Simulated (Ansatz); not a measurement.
Gas-phase electronic energies from Ansatz, PBE0-D4/def2-TZVP geometries. CBS: MP2 limit from def2 TZ/QZ plus the TZ coupled-cluster correction, frozen cores. Functionals use def2-TZVPP. HSE06 is defined as in plane-wave codes. For Mg outer-core shells are correlated without core-valence functions, which leaves a few kJ/mol of doubt a bond. Each species was taken in one conformer, which may not be the lowest.

`[SiH3][O][Mg][N]([SiH3])[SiH3]` + `[SiH3][NH][AlH][Cl]` → `[SiH3][N]([SiH3])[AlH][Cl]` + `[OH][Mg][N]([SiH3])[SiH3]`  (ligand exchange at the Si–O bond)

```tsv
level	ΔE (eV)
B97M-V	0.76
PBE0-D4	0.63
HSE06-D4	0.63
BHLYP	0.82
MP2/def2-SVP	0.66
MP2/def2-TZVPP	0.66
SCS-MP2/def2-QZVPP	0.73
CCSD/CBS(def2)	0.74
```

What does CCSD(T)/CBS give? (Estimate.)

The calculation gave: +0.71 eV. The listed levels differ from it by 0.05, -0.08, -0.08, 0.11, -0.05, -0.05, 0.02, 0.03 eV.

Largest T1 diagnostic among the species: 0.011.

At CCSD(T), def2-SVP lies −0.04 eV from the extrapolated value and def2-TZVPP −0.02 eV. Leaving LDA and LC-ωPBE aside and taking each functional with its dispersion term where it has one, the values, not all of them listed here, spread over 0.17 eV, from revPBE-D4 to B97M-V. LDA lies −0.09 eV from PBE without D4. In def2-TZVPP, CCSD(T) changes the Hartree–Fock value by −0.22 eV (the triples alone add −0.03 eV) and MP2 by −0.24 eV.
